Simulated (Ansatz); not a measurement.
`O[SiH2]/C=[CH]\[GeH2][OH]`. Charge 0, multiplicity 1. Correlated methods include outer-core shells of Ge, which these sets cover unevenly. Scalar relativity is left out up to krypton.

Z-matrix (Å, degrees):
```
Si
C 1 1.850
O 1 1.654 2 105.4
H 1 1.491 2 112.2 3 119.7
H 1 1.488 2 110.3 3 -120.1
C 2 1.335 1 124.3 3 -10.6
H 2 1.092 1 117.6 3 168.1
H 3 0.957 1 118.6 2 145.2
Ge 6 1.955 2 129.3 1 -1.7
H 6 1.091 2 118.6 1 178.5
O 9 1.795 6 104.4 2 -173.5
H 9 1.541 6 112.9 2 -57.1
H 9 1.529 6 114.3 2 74.6
H 11 0.959 9 112.6 6 78.7
```

(1) Give the diagnostics of a CCSD(T)/def2-TZVPP run (frozen core, the Gaussian-basis code of Ansatz). (Best estimate.)

## Answers

(1) Ansatz gave: T1 = 0.0119, largest single amplitude 0.013, largest double 0.064, (T) share of the correlation energy 3.8 %, 9 CCSD cycles. The RHF solution is stable towards an unrestricted one. T1 lies under the customary mark of 0.02 for closed shells.
